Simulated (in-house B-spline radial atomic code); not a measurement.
Relativistic effects in the tin ion Sn²⁺, [Kr] 4d10 5s2: non-relativistic Hartree-Fock (point nucleus) against Dirac-Hartree-Fock (Fermi nucleus of rms radius 4.6519 fm), both averages of the configuration, computed with a radial B-spline atomic code at the basis-set limit.

```
orbital  ε NR (Eh)  ε Dirac (Eh)  <r> NR (bohr)  <r> Dirac (bohr)  change of <r> (%)
  1s1/2    -1041.9         -1080        0.03042           0.02905               -4.5
  2s1/2    -157.62       -166.96         0.1312            0.1249               -4.8
  2p1/2    -147.13       -155.53         0.1122            0.1059               -5.6
  2p3/2    -147.13       -147.01         0.1122            0.1112               -0.8
  3s1/2    -32.238       -34.205         0.3505            0.3373               -3.8
  3p1/2    -27.846       -29.515         0.3421            0.3287               -3.9
  3p3/2    -27.846             ?         0.3421                 ?                  ?
  3d3/2    -19.802       -19.727         0.3136            0.3115               -0.7
  3d5/2    -19.802             ?         0.3136                 ?                  ?
  4s1/2    -6.1489       -6.5263         0.8501            0.8218               -3.3
  4p1/2    -4.6029       -4.8866         0.9022            0.8713               -3.4
  4p3/2    -4.6029       -4.5962         0.9022            0.8987               -0.4
  4d3/2    -2.0026       -1.9714          1.074             1.075                0.0
  4d5/2    -2.0026       -1.9295          1.074             1.089               +1.3
  5s1/2    -1.0161        -1.058          2.367             2.283               -3.6
```

(1) What happens to 3p3/2?

(2) What happens to 3d5/2?

(3) What explains the pattern of contraction and expansion?

(4) By how much does the total energy change?

## Answers

(1) Its energy goes to -27.915 hartree and <r> to 0.3396 bohr (-0.75 %).

(2) Its energy goes to -19.401 hartree and <r> to 0.315 bohr (+0.43 %).

(3) Expansion is seen in 3d5/2, 4d5/2. The s and p1/2 orbitals contract directly, screen the nucleus better, and so push out orbitals that have little density near the nucleus; spin-orbit coupling adds to this for j = l + 1/2 and opposes it for j = l - 1/2.

(4) By -153.22 hartree, from -6022.178 to -6175.395.
